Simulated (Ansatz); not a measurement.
Relaxation of Cl2H5InOSi (10 atoms, charge 0, multiplicity 1), to a largest force component of 0.03 eV/Å in at most 50 steps.

Level of theory: Ansatz, RHF/def2-SVP.

```xyz
10
Properties=species:S:1:pos:R:3
In -2.385 -1.098 -0.079
O -0.844 0.113 -0.803
Cl 0.619 -2.163 -2.359
Cl 0.108 -1.084 1.882
H 1.262 0.736 -0.156
Si 0.703 0.812 1.164
H -0.972 0.851 -1.380
H 1.739 1.189 2.152
H 0.189 -1.105 -1.752
H -0.420 1.748 1.330
```

Task: Where does it end, and by what steps?

Result: It converged. The force dipped under the threshold on the way, but the program's further checks kept it going. After 17 steps the energy has fallen by 0.215 eV; H5 moved furthest, 0.78 Å.

```tsv
step	energy less start (eV)	largest force component (eV/Å)	accepted
0	0.0000	0.719	yes
1	-0.1309	0.423	yes
2	-0.1640	0.392	yes
3	-0.1729	0.360	yes
4	-0.1798	0.455	yes
5	-0.1773	0.199	no
6	-0.1924	0.237	yes
7	-0.1996	0.078	yes
8	-0.2037	0.118	yes
9	-0.2064	0.124	yes
10	-0.2100	0.073	yes
11	-0.2109	0.123	yes
12	-0.2125	0.067	yes
13	-0.2132	0.046	yes
14	-0.2134	0.035	yes
15	-0.2143	0.022	yes
16	-0.2146	0.058	yes
17	-0.2150	0.026	yes
```

```xyz
10
Properties=species:S:1:pos:R:3
In -2.438 -1.591 -0.164
O -1.191 -0.103 -0.948
Cl 0.892 -1.608 -2.586
Cl -0.286 -0.608 2.335
H 1.566 0.093 0.172
Si 0.904 0.777 1.288
H -1.477 0.725 -1.308
H 1.902 1.237 2.273
H 0.065 -0.832 -1.938
H 0.063 1.911 0.876
```

The run took 48 s on 2 threads of Arm Neoverse V1 (shared host), peak memory 0.32 GiB.
